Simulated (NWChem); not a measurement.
System: SiCl2, singlet; SMILES Cl[Si]Cl

Parts of the log:

```
             Northwest Computational Chemistry Package (NWChem) 7.3.0
             --------------------------------------------------------

 C2V symmetry detected

                             Geometry "geometry" -> ""
                             -------------------------

 Output coordinates in angstroms (scale by  1.889725989 to convert to a.u.)

  No.       Tag          Charge          X              Y              Z
 ---- ---------------- ---------- -------------- -------------- --------------
    1 Si                  14.0000     0.00000000     0.00000000     0.93829517
    2 Cl                  17.0000    -1.61776700     0.00000000    -0.38635683
    3 Cl                  17.0000     1.61776700     0.00000000    -0.38635683

 Effective nuclear repulsion energy (a.u.)     167.7351905261

      Symmetry information
      --------------------

 Group name             C2v
 Group number             16
 Group order               4
 No. of unique centers     2

                                 NWChem DFT Module
                                 -----------------

 Summary of "ao basis" -> "ao basis" (spherical)
 ------------------------------------------------------------------------------
       Tag                 Description            Shells   Functions and Types
 ---------------- ------------------------------  ------  ---------------------
 Si                         def2-svp                 8       18   4s3p1d
 Cl                         def2-svp                 8       18   4s3p1d

      Symmetry analysis of basis
      --------------------------

        a1         22
        a2          6
        b1         17
        b2          9

            General Information
            -------------------
          SCF calculation type: DFT
          Wavefunction type:  closed shell.
          No. of atoms     :     3
          No. of electrons :    48
           Alpha electrons :    24
            Beta electrons :    24
          Charge           :     0
          Spin multiplicity:     1
          Use of symmetry is: on ; symmetry adaption is: on
          Maximum number of iterations: 150
          AO basis - number of functions:    54
                     number of shells:    24
          Convergence on energy requested:  1.00D-06
          Convergence on density requested:  1.00D-05
          Convergence on gradient requested:  5.00D-04

              XC Information
              --------------
                         PBE0 Method XC Functional
                     Hartree-Fock (Exact) Exchange  0.250
          PerdewBurkeErnzerhof Exchange Functional  0.750
            Perdew 1991 LDA Correlation Functional  1.000 local
           PerdewBurkeErnz. Correlation Functional  1.000 non-local

             Grid Information
             ----------------
          Grid used for XC integration:  medium
          Radial quadrature: Mura-Knowles
          Angular quadrature: Lebedev.
          Tag              B.-S. Rad. Rad. Pts. Rad. Cut. Ang. Pts.
          ---              ---------- --------- --------- ---------
          Si                  1.10       88           7.0       590
          Cl                  1.00       88           8.0       590
          Grid pruning is: on
          Number of quadrature shells:   176
          Spatial weights used:  Erf1

      Superposition of Atomic Density Guess
      -------------------------------------

 Sum of atomic energies:       -1207.38558274

      Non-variational initial energy
      ------------------------------

 Total energy =   -1207.737358
 1-e energy   =   -2005.117882
 2-e energy   =     629.645333
 HOMO         =      -0.264495
 LUMO         =      -0.035584

      Symmetry analysis of molecular orbitals - initial
      -------------------------------------------------

  Numbering of irreducible representations:

     1 a1          2 a2          3 b1          4 b2

  Orbital symmetries:

     1 a1          2 b1          3 a1          4 a1          5 b1
     6 a1          7 b1          8 b2          9 b1         10 a1
    11 a2         12 a1         13 b1         14 a1         15 b2
    16 a1         17 b1         18 a1         19 b1         20 a1
    21 b2         22 a2         23 b1         24 a1         25 b2
    26 b1         27 a1         28 a1         29 b1         30 a1
    31 b2         32 a1         33 a2         34 b2

   convergence    iter        energy       DeltaE   RMS-Dens  Diis-err
 ---------------- ----- ----------------- --------- --------- ---------
 d= 0,ls=0.0,diis     1  -1209.0971358293 -1.38D+03  2.13D-02  3.67D-01
 d= 0,ls=0.0,diis     2  -1209.0675424853  2.96D-02  1.28D-02  4.98D-01
 d= 0,ls=0.0,diis     3  -1209.1486208179 -8.11D-02  1.77D-03  9.78D-03
 d= 0,ls=0.0,diis     4  -1209.1500858688 -1.47D-03  3.25D-04  3.55D-04
 d= 0,ls=0.0,diis     5  -1209.1501315822 -4.57D-05  5.21D-05  3.71D-06
 d= 0,ls=0.0,diis     6  -1209.1501322330 -6.51D-07  1.20D-05  2.10D-07
 d= 0,ls=0.0,diis     7  -1209.1501322732 -4.02D-08  1.76D-06  6.76D-09

         Total DFT energy =    -1209.150132273176
      One electron energy =    -2005.765291881575
           Coulomb energy =      705.867955554255
    Exchange-Corr. energy =      -76.987986471946
 Nuclear repulsion energy =      167.735190526090

 Numeric. integr. density =       48.000001107314

                  Occupations of the irreducible representations
                  ----------------------------------------------

                     irrep           alpha         beta
                     --------     --------     --------
                     a1               11.0         11.0
                     a2                2.0          2.0
                     b1                8.0          8.0
                     b2                3.0          3.0

                       DFT Final Molecular Orbital Analysis
                       ------------------------------------

 Vector   22  Occ=2.000000D+00  E=-3.493850D-01  Symmetry=a2
              MO Center= -4.5D-15, -6.0D-16, -3.5D-01, r^2= 3.7D+00
   Bfn.  Coefficient  Atom+Function         Bfn.  Coefficient  Atom+Function
  ----- ------------  ---------------      ----- ------------  ---------------
    30      0.465675  2 Cl py                48     -0.465675  3 Cl py
    27      0.336139  2 Cl py                45     -0.336139  3 Cl py
    24      0.196457  2 Cl py                42     -0.196457  3 Cl py
    14     -0.062901  1 Si d -2

 Vector   23  Occ=2.000000D+00  E=-3.331109D-01  Symmetry=b1
              MO Center= -1.3D-14,  3.9D-16, -3.3D-01, r^2= 3.8D+00
   Bfn.  Coefficient  Atom+Function         Bfn.  Coefficient  Atom+Function
  ----- ------------  ---------------      ----- ------------  ---------------
    29      0.383441  2 Cl px                47      0.383441  3 Cl px
    26      0.284709  2 Cl px                44      0.284709  3 Cl px
    31     -0.267962  2 Cl pz                49      0.267962  3 Cl pz
    28     -0.202287  2 Cl pz                46      0.202287  3 Cl pz
    23      0.164605  2 Cl px                41      0.164605  3 Cl px

 Vector   24  Occ=2.000000D+00  E=-2.826724D-01  Symmetry=a1
              MO Center= -3.0D-15, -2.0D-16,  7.7D-01, r^2= 3.4D+00
   Bfn.  Coefficient  Atom+Function         Bfn.  Coefficient  Atom+Function
  ----- ------------  ---------------      ----- ------------  ---------------
     3      0.466131  1 Si s                  4      0.390168  1 Si s
    31     -0.339853  2 Cl pz                49     -0.339853  3 Cl pz
     2      0.271615  1 Si s                 10      0.249916  1 Si pz
    28     -0.229027  2 Cl pz                46     -0.229027  3 Cl pz
    13      0.208285  1 Si pz                 7     -0.132493  1 Si pz

 Vector   25  Occ=0.000000D+00  E=-1.042568D-01  Symmetry=b2
              MO Center=  5.8D-15,  2.2D-16,  7.7D-01, r^2= 3.0D+00
   Bfn.  Coefficient  Atom+Function         Bfn.  Coefficient  Atom+Function
  ----- ------------  ---------------      ----- ------------  ---------------
    12      0.689816  1 Si py                 9      0.431693  1 Si py
    30     -0.286520  2 Cl py                48     -0.286520  3 Cl py
     6     -0.219165  1 Si py                27     -0.158871  2 Cl py
    45     -0.158871  3 Cl py                24     -0.091813  2 Cl py
    42     -0.091813  3 Cl py                32      0.031440  2 Cl d -2

 Vector   26  Occ=0.000000D+00  E= 9.095691D-03  Symmetry=b1
              MO Center=  2.5D-15,  4.4D-16,  1.1D+00, r^2= 3.3D+00
   Bfn.  Coefficient  Atom+Function         Bfn.  Coefficient  Atom+Function
  ----- ------------  ---------------      ----- ------------  ---------------
    11      1.075217  1 Si px                22      0.385610  2 Cl s
    40     -0.385610  3 Cl s                 31      0.376744  2 Cl pz
    49     -0.376744  3 Cl pz                 8      0.356968  1 Si px
     5     -0.183820  1 Si px                29      0.176318  2 Cl px
    47      0.176318  3 Cl px                28      0.150855  2 Cl pz

 Vector   27  Occ=0.000000D+00  E= 2.555716D-02  Symmetry=a1
              MO Center= -1.4D-15, -3.3D-16,  5.2D-01, r^2= 3.4D+00
   Bfn.  Coefficient  Atom+Function         Bfn.  Coefficient  Atom+Function
  ----- ------------  ---------------      ----- ------------  ---------------
    13      0.958804  1 Si pz                 3     -0.536442  1 Si s
    29      0.486919  2 Cl px                47     -0.486919  3 Cl px
    22      0.422208  2 Cl s                 40      0.422208  3 Cl s
     4     -0.368048  1 Si s                 10      0.360550  1 Si pz
     2     -0.237383  1 Si s                 26      0.181146  2 Cl px

     Multipole analysis of the density
     ---------------------------------

     L   x y z        total         alpha         beta         nuclear
     -   - - -        -----         -----         ----         -------
     0   0 0 0     -0.000000    -24.000000    -24.000000     48.000000

     1   1 0 0     -0.000000     -0.000000     -0.000000      0.000000
     1   0 1 0      0.000000      0.000000      0.000000      0.000000
     1   0 0 1      0.373261      0.186631      0.186631      0.000000

     2   2 0 0    -29.783242   -173.775025   -173.775025    317.766809
     2   1 1 0      0.000000      0.000000      0.000000      0.000000
     2   1 0 1     -0.000000     -0.000000     -0.000000      0.000000
     2   0 2 0    -26.388459    -13.194229    -13.194229      0.000000
     2   0 1 1      0.000000      0.000000      0.000000      0.000000
     2   0 0 2    -28.459855    -45.299623    -45.299623     62.139390

                                 NWChem DFT Module
                                 -----------------

      Symmetry analysis of basis
      --------------------------

        a1         22
        a2          6
        b1         17
        b2          9

            General Information
            -------------------
          SCF calculation type: DFT
          Wavefunction type:  spin polarized.
          No. of atoms     :     3
          No. of electrons :    47
           Alpha electrons :    24
            Beta electrons :    23
          Charge           :     1
          Spin multiplicity:     2
          Use of symmetry is: on ; symmetry adaption is: on
          Maximum number of iterations: 150
          AO basis - number of functions:    54
                     number of shells:    24
          Convergence on energy requested:  1.00D-06
          Convergence on density requested:  1.00D-05
          Convergence on gradient requested:  5.00D-04

              XC Information
              --------------
                         PBE0 Method XC Functional
                     Hartree-Fock (Exact) Exchange  0.250
          PerdewBurkeErnzerhof Exchange Functional  0.750
            Perdew 1991 LDA Correlation Functional  1.000 local
           PerdewBurkeErnz. Correlation Functional  1.000 non-local

             Grid Information
             ----------------
          Grid used for XC integration:  medium
          Radial quadrature: Mura-Knowles
          Angular quadrature: Lebedev.
          Tag              B.-S. Rad. Rad. Pts. Rad. Cut. Ang. Pts.
          ---              ---------- --------- --------- ---------
          Si                  1.10       88           7.0       590
          Cl                  1.00       88           8.0       590
          Grid pruning is: on
          Number of quadrature shells:   176
          Spatial weights used:  Erf1

      Superposition of Atomic Density Guess
      -------------------------------------

 Sum of atomic energies:       -1207.38558274

 Renormalizing density from      48.00 to     47

      Non-variational initial energy
      ------------------------------

 Total energy =   -1191.926008
 1-e energy   =   -1963.344593
 2-e energy   =     603.683395
 HOMO         =      -0.569166
 LUMO         =      -0.318393

   Symmetry analysis of molecular orbitals - initial alpha
   -------------------------------------------------------

  Numbering of irreducible representations:

     1 a1          2 a2          3 b1          4 b2

  Orbital symmetries:

     1 a1          2 b1          3 a1          4 a1          5 b1
     6 a1          7 b1          8 a1          9 b1         10 b2
    11 a2         12 a1         13 b1         14 a1         15 b2
    16 a1         17 b1         18 a1         19 b1         20 a1
    21 b2         22 a2         23 b1         24 a1         25 b2
    26 a1         27 b1         28 a1         29 b1         30 a1
    31 b2         32 a1         33 a2         34 b2

   Symmetry analysis of molecular orbitals - initial beta
   ------------------------------------------------------

  Numbering of irreducible representations:

     1 a1          2 a2          3 b1          4 b2

  Orbital symmetries:

     1 a1          2 b1          3 a1          4 a1          5 b1
     6 a1          7 b1          8 a1          9 b1         10 b2
    11 a2         12 a1         13 b1         14 a1         15 b2
    16 a1         17 b1         18 a1         19 b1         20 a1
    21 b2         22 a2         23 b1         24 a1         25 b2
    26 a1         27 b1         28 a1         29 b1         30 a1
    31 b2         32 a1         33 a2         34 b2

[...]
```

Level: PBE0/def2-SVP, vertical spin-unrestricted ions. Low-valent species are run as closed-shell singlets; no triplet was tried in these runs. The geometry was optimised at PBE0/def2-SVP.

### Question
Which NWChem input produces such a log?

### Answer
This is not unique; one that fits is the input that was run:
```
start job
memory heap 200 mb stack 900 mb global 1100 mb
geometry units angstroms noautoz
  Si     0.000000     0.000000     0.937445
  Cl    -1.617767     0.000000    -0.387207
  Cl     1.617767     0.000000    -0.387207
end
basis spherical
  * library def2-svp
end
dft
  xc pbe0
  iterations 150
  vectors input atomic output neutral.movecs
end
task dft energy
charge 1
dft
  odft
  mult 2
  vectors input atomic output cation.movecs
end
task dft energy
```
